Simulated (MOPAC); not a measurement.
Job for MOPAC: PM3 on AsH4In (SMILES [AsH2][InH2]), a point of a torsion scan.

```
PM3 1SCF PRECISE CHARGE=0 THREADS=1
AsH4In

As    -1.58044335 1    -0.28960358 1    -0.70097768 1
In     0.98733750 1    -0.25676305 1    -0.27974372 1
H     -1.63383409 1     1.06071213 1    -0.02677067 1
H     -1.72024738 1    -0.94127279 1     0.65620172 1
H      2.26271062 1    -1.00977467 1    -1.24612683 1
H      1.75901999 1     0.55647753 1     1.08769941 1
```

Output:

```
*******************************************************************************
 **                                                                           **
 **                              MOPAC v23.2.5                                **
 **                                                                           **
 *******************************************************************************
 ** MOPAC's Digital Object Identifier: https://doi.org/10.5281/zenodo.6511958 **
 **                                                                           **
 ** Please cite the open-source release paper for use of this MOPAC version:  **
 ** J. E. Moussa and J. J. P. Stewart (2026)                                  **
 ** MOPAC: An open-source semiempirical molecular orbital program             **
 ** J. Open Source Softw., 11(119), 8025, https://doi.org/10.21105/joss.08025 **
 *******************************************************************************

                              PM3 CALCULATION RESULTS

 *******************************************************************************
 *  PM3        - The PM3 Hamiltonian to be used
 *
 *
 *
 *                 CHARGE ON SYSTEM = 0
 *
 *
 *
 *  PRECISE    - TIGHTER CRITERIA TO BE USED
 *  1SCF       - DO 1 SCF AND THEN STOP
 *  THREADS=1  - MULTI-THREADING NOT USED
 *  T=         - A TIME OF 172800.0 SECONDS REQUESTED
 *  DUMP=N     - RESTART FILE WRITTEN EVERY 7200.0 SECONDS REQUESTED
 *******************************************************************************
PM3 1SCF PRECISE CHARGE=0 THREADS=1
 AsH4In

   ATOM   CHEMICAL          X               Y               Z
  NUMBER   SYMBOL      (ANGSTROMS)     (ANGSTROMS)     (ANGSTROMS)

     1      As         -1.58044335  *  -0.28960358  *  -0.70097768  *
     2      In          0.98733750  *  -0.25676305  *  -0.27974372  *
     3       H         -1.63383409  *   1.06071213  *  -0.02677067  *
     4       H         -1.72024738  *  -0.94127279  *   0.65620172  *
     5       H          2.26271062  *  -1.00977467  *  -1.24612683  *
     6       H          1.75901999  *   0.55647753  *   1.08769941  *



          CARTESIAN COORDINATES

    NO.       ATOM           X           Y           Z

     1        As         -1.5804     -0.2896     -0.7010
     2        In          0.9873     -0.2568     -0.2797
     3         H         -1.6338      1.0607     -0.0268
     4         H         -1.7202     -0.9413      0.6562
     5         H          2.2627     -1.0098     -1.2461
     6         H          1.7590      0.5565      1.0877

  H: (PM3): J. J. P. STEWART, J. COMP. CHEM. 10, 209 (1989).
 As: (PM3): J. J. P. STEWART, J. COMP. CHEM. 12, 320-341 (1991).
 In: (PM3): J. J. P. STEWART, J. COMP. CHEM. 12, 320-341 (1991).

           Empirical Formula: H4 As In  =     6 atoms



      MOLECULAR POINT GROUP   :   C1


      RHF CALCULATION, NO. OF DOUBLY OCCUPIED LEVELS = 6


 -------------------------------------------------------------------------------
 PM3 1SCF PRECISE CHARGE=0 THREADS=1
 AsH4In



     1SCF WAS SPECIFIED, SO BFGS WAS NOT USED
     SCF FIELD WAS ACHIEVED


                              PM3 CALCULATION
                                                       MOPAC v23.2.5 Linux




          FINAL HEAT OF FORMATION =         40.45835 KCAL/MOL =     169.27772 KJ/MOL


          COSMO AREA              =        108.32 SQUARE ANGSTROMS
          COSMO VOLUME            =         93.35 CUBIC ANGSTROMS

          IONIZATION POTENTIAL    =          9.932522 EV
          HOMO LUMO ENERGIES (EV) =         -9.933 -3.149
          NO. OF FILLED LEVELS    =          6
          MOLECULAR WEIGHT        =        193.7732         POINT GROUP:  C1

          MOLECULAR DIMENSIONS (Angstroms)

            Atom       Atom       Distance
            H     5    H     3     4.57786
            H     6   As     1     3.33669
            H     5    H     4     1.91883


          SCF CALCULATIONS        =          1





   ATOM   CHEMICAL          X               Y               Z
  NUMBER   SYMBOL      (ANGSTROMS)     (ANGSTROMS)     (ANGSTROMS)

     1      As         -1.58044335  *  -0.28960358  *  -0.70097768  *
     2      In          0.98733750  *  -0.25676305  *  -0.27974372  *
     3       H         -1.63383409  *   1.06071213  *  -0.02677067  *
     4       H         -1.72024738  *  -0.94127279  *   0.65620172  *
     5       H          2.26271062  *  -1.00977467  *  -1.24612683  *
     6       H          1.75901999  *   0.55647753  *   1.08769941  *

                             CARTESIAN COORDINATES

   1   As       -1.580443350    -0.289603580    -0.700977680
   2   In        0.987337500    -0.256763050    -0.279743720
   3    H       -1.633834090     1.060712130    -0.026770670
   4    H       -1.720247380    -0.941272790     0.656201720
   5    H        2.262710620    -1.009774670    -1.246126830
   6    H        1.759019990     0.556477530     1.087699410


           Empirical Formula: H4 As In  =     6 atoms



      MOLECULAR POINT GROUP   :   C1


                  EIGENVALUES
 -21.41617 -15.41300 -13.18947 -12.18520 -10.96414  -9.93252  -3.14879  -1.66885
   0.30381   0.66058   1.33242   1.40367


              NET ATOMIC CHARGES AND DIPOLE CONTRIBUTIONS

  ATOM NO.   TYPE          CHARGE      No. of ELECS.   s-Pop       p-Pop
    1         As           0.382203        4.6178     1.82574     2.79206
    2         In          -0.251852        3.2519     1.27738     1.97447
    3          H          -0.067415        1.0674     1.06742
    4          H          -0.060964        1.0610     1.06096
    5          H           0.005625        0.9944     0.99438
    6          H          -0.007596        1.0076     1.00760
 DIPOLE           X         Y         Z       TOTAL
 POINT-CHG.    -3.066    -0.336    -1.205     3.312
 HYBRID         1.508     0.611     1.841     2.457
 SUM           -1.558     0.274     0.636     1.705


          ATOMIC ORBITAL ELECTRON POPULATIONS

     Atom    s        px        py        pz
    1 As   1.82574   0.87507   0.93005   0.98694
    2 In   1.27738   0.96090   0.33618   0.67739
    3  H   1.06742
    4  H   1.06096
    5  H   0.99438
    6  H   1.00760

 **********************
 *                    *
 * JOB ENDED NORMALLY *
 *                    *
 **********************




 == MOPAC DONE ==
```

The run finished.

Cost: about 0.04 core-seconds (a rough figure).
